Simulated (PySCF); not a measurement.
Al(F)(OMe)(SH) (CH4AlFOS), SMILES C[O][Al]([F])[SH]. Atoms are numbered in the order given.

```xyz
9

Al    -0.2831     0.0802     0.0000
F     -1.9582     0.0074     0.0000
O      0.6833    -1.3099     0.0000
C      0.5555    -2.7070     0.0000
H      1.0515    -3.1419     0.8965
H     -0.5044    -3.0498     0.0000
H      1.0515    -3.1419    -0.8965
S      0.7118     2.0169     0.0000
H     -0.4826     2.6757     0.0000
```

Geometry optimised at PBE-D3(BJ)/def2-SVP. The structure was generated by enumeration; whether it is a known compound was not checked. Other conformers were not sampled.

Method: PBE/def2-TZVP in PySCF.

Symmetry labels are those of the subgroup Cs that the program uses (full group Cs).

**Question.** List the valence orbital energies around the gap with their symmetry. (The exact figures need the calculation; the answer reports its results.)

**Answer.** 
```json
[
 {"orbital": "HOMO−7", "symmetry": "A'", "energy (eV)": "-10.74"},
 {"orbital": "HOMO−6", "symmetry": "A'", "energy (eV)": "-10.19"},
 {"orbital": "HOMO−5", "symmetry": "A\"", "energy (eV)": "-9.56"},
 {"orbital": "HOMO−4", "symmetry": "A'", "energy (eV)": "-9.50"},
 {"orbital": "HOMO−3", "symmetry": "A'", "energy (eV)": "-8.15"},
 {"orbital": "HOMO−2", "symmetry": "A\"", "energy (eV)": "-7.08"},
 {"orbital": "HOMO−1", "symmetry": "A'", "energy (eV)": "-7.08"},
 {"orbital": "HOMO", "symmetry": "A\"", "energy (eV)": "-6.60"},
 {"orbital": "LUMO", "symmetry": "A'", "energy (eV)": "-1.65"},
 {"orbital": "LUMO+1", "symmetry": "A\"", "energy (eV)": "-0.77"},
 {"orbital": "LUMO+2", "symmetry": "A'", "energy (eV)": "-0.57"},
 {"orbital": "LUMO+3", "symmetry": "A'", "energy (eV)": "0.60"}
]
```
